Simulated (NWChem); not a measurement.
The numbers come from NWChem runs, not from measurements. System: arsine (H3As), charge 0, spin multiplicity 1, at a geometry optimised with PBE/def2-SVP. Level: MP2/def2-TZVP, 9 core orbitals frozen.

The NWChem input:

```
start mol
memory heap 200 mb stack 800 mb global 1000 mb
geometry units angstroms nocenter noautoz
  As     0.001045     0.072646     0.000000
  H     -0.646503    -0.789985     1.099992
  H     -0.646503    -0.789985    -1.099992
  H      1.258535    -0.817363     0.000000
  symmetry group Cs
end
basis spherical
  * library def2-tzvp
end
scf
  rhf
  nopen 0
  maxiter 100
  thresh 1e-7
  semidirect memsize 60000000 filesize 0
end
mp2
  freeze core 9
end
task mp2 energy
```

NWChem printed:

```
             Northwest Computational Chemistry Package (NWChem) 7.3.0
             --------------------------------------------------------

                                NWChem Input Module
                                -------------------

 Scaling coordinates for geometry "geometry" by  1.889725989
 (inverse scale =  0.529177249)

 Turning off AUTOSYM since
 SYMMETRY directive was detected!

                             Geometry "geometry" -> ""
                             -------------------------

 Output coordinates in angstroms (scale by  1.889725989 to convert to a.u.)

  No.       Tag          Charge          X              Y              Z
 ---- ---------------- ---------- -------------- -------------- --------------
    1 As                  33.0000     0.00104500     0.07264600     0.00000000
    2 H                    1.0000    -0.64650300    -0.78998500     1.09999200
    3 H                    1.0000    -0.64650300    -0.78998500    -1.09999200
    4 H                    1.0000     1.25853500    -0.81736300     0.00000000

 Effective nuclear repulsion energy (a.u.)      34.7270960478

            Nuclear Dipole moment (a.u.)
            ----------------------------
        X                 Y               Z
 ---------------- ---------------- ----------------
     0.0000264562    -0.0000283459     0.0000000000

      Symmetry information
      --------------------

 Group name             Cs
 Group number              2
 Group order               2
 No. of unique centers     3

      Symmetry unique atoms

     1    2    4


 Summary of "ao basis" -> "" (spherical)
 ------------------------------------------------------------------------------
       Tag                 Description            Shells   Functions and Types
 ---------------- ------------------------------  ------  ---------------------
 *                         def2-tzvp                  on all atoms

 Summary of "ao basis" -> "ao basis" (spherical)
 ------------------------------------------------------------------------------
       Tag                 Description            Shells   Functions and Types
[...]
     1   1 0 0     -0.001390      0.000000      0.000026
     1   0 1 0     -0.097221      0.000000     -0.000028
     1   0 0 1     -0.000000      0.000000      0.000000

     2   2 0 0    -14.844846      0.000000      8.641542
     2   1 1 0     -0.022360      0.000000     -0.016853
     2   1 0 1      0.000000      0.000000      0.000000
     2   0 2 0    -16.399960      0.000000      7.464919
     2   0 1 1      0.000000      0.000000      0.000000
     2   0 0 2    -14.844536      0.000000      8.641850

                   NWChem MP2 Semi-direct Energy/Gradient Module
                   ---------------------------------------------

  Basis functions       =     66
  Molecular orbitals    =     66
  Frozen core           =      9
  Frozen virtuals       =      0
  Active alpha occupied =      9
  Active beta occupied  =      9
  Active alpha virtual  =     48
  Active beta virtual   =     48
  Use MO symmetry       = T
  Use skeleton AO sym   = T

  AO/Fock/Back tols     =   1.0D-09  1.0D-09  1.0D-09

 GA uses MA = F    GA memory limited = T

 Available:
  local mem=  1.15D+08
 global mem=  1.31D+08
 local disk=  0.00D+00
  mp2_memr nvloc                    48
  nvloc new                    48
   1 passes of   9:        4194304                      30477                   3255041.
   1 passes of   9: M    114681542           G      131063288           F     110487238.

 Semi-direct pass number   1 of   1  for RHF alpha+beta  at        1.3s
  vrange nnbf                  2211
  mp2_eaftype                    12  avail_ma_in_mb                   999
 EAF : mp2_eaftype filesize          12    1627520.
  mp2_eaf for mointskh                     12
Node 0 wrote      7.6 Mb in      0.0 s     Agg I/O rate:  1755.3 Mb/s
 Done moints_semi at        4.3s
  mp2_eaftype                    12  avail_ma_in_mb                   987
 EAF : mp2_eaftype filesize          12    1627520.
  mp2_eaf for kh                    12
 Done maket at        4.4s
 Done multipass loop at        4.4s

          -------------------------------------------
          SCF energy               -2235.929501852527
          Correlation energy          -0.276644323260
          Singlet pairs               -0.167148210923
          Triplet pairs               -0.109496112337
          Total MP2 energy         -2236.206146175788
          -------------------------------------------

          ---------------------------------------------------
                    Spin Component Scaled (SCS) MP2
          Same spin pairs                     -0.072997408225
          Same spin scaling factor             0.333333333333
          Opposite spin pairs                 -0.203646915035
          Opposite spin scaling fact.          1.200000000000
          SCS-MP2 correlation energy          -0.268708767451
          Total SCS-MP2 energy             -2236.198210619978
          ---------------------------------------------------

 -----------------------
 Performance information
 -----------------------

 Timer overhead =  2.31D-07 seconds/call

               Nr. of calls         CPU time (s)                 Wall time (s)                GFlops
             ---------------    -------------------     ------------------------------   -------------------
Name         Min   Avg   Max    Min     Avg     Max     Min     Avg     Max   Mx/calls   Min     Max     Sum
mp2: moin     1     1     1    3.0     3.0     3.0      3.0     3.0     3.0     3.0      0.0     0.0     0.0
mp2: make     1     1     1   8.21E-2 8.21E-2 8.21E-2  8.21E-2 8.21E-2 8.21E-2 8.21E-2   0.0     0.0     0.0
mp2: tota     1     1     1    3.1     3.1     3.1      3.1     3.1     3.1     3.1      0.0     0.0     0.0

 The average no. of pstat calls per process was 3.00D+00
 with a timing overhead of 6.93D-07s

 Task  times  cpu:        4.4s     wall:        4.4s

 Total times  cpu:        4.4s     wall:        4.4s
```
